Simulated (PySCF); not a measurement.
**Polarisability and C₆ of Xe²⁺ (xenon, charge +2)**

[Kr] 4d10 5s2 5p4, high-spin 3P determinant. Computed with PySCF 2.14 in x2c-TZVPPall with one added diffuse shell each of s, p, d, f type (9s7p5d3f, 76 functions), with scalar relativity by spin-free X2C-1e. Coupled (time-dependent) response in atomic units; α is the mean over directions.

| method | mean α (bohr³) | α xx, yy, zz | C₆ (like pair) | S(−4) |
| --- | --- | --- | --- | --- |
| UHF | 12.83 | 12.84, 12.81, 12.84 | 92.67 | 27.02 |
| PBE | 12.86 | 12.75, 13.10, 12.75 | 92.44 | 27.56 |
| PBE0 | 12.77 | 12.69, 12.92, 12.69 | 91.68 | 26.94 |
| B97-3 | 12.95 | 12.85, 13.16, 12.85 | 93.49 | 27.77 |
| B3LYP | 12.80 | 12.70, 13.00, 12.70 | 91.86 | 27.20 |

S(−4) is the Cauchy moment in α(ω) = α(0) + S(−4) ω² + …

Spin-orbit coupling is absent.

α(iu) at PBE0:

```csv
u (hartree),α(iu) (bohr³)
0,12.77
0.0500,12.70
0.100,12.50
0.200,11.78
0.300,10.77
0.500,8.507
0.750,6.161
1.00,4.556
1.50,2.780
2.00,1.915
3.00,1.122
5.00,0.5540
```

A single London oscillator, α(iu) = α/(1 + u²/ω²), gives C₆ = (3/4) ω α². Matching the computed C₆ needs ω = 4 × 91.68 / (3 × 12.77²) = 0.750 hartree.

For an ion, C₆ is the dispersion term alone; charge-induced terms of lower order in 1/R come first.

The components differ because the open shell of this determinant is not spherical; for a pure term their mean is the scalar polarisability.
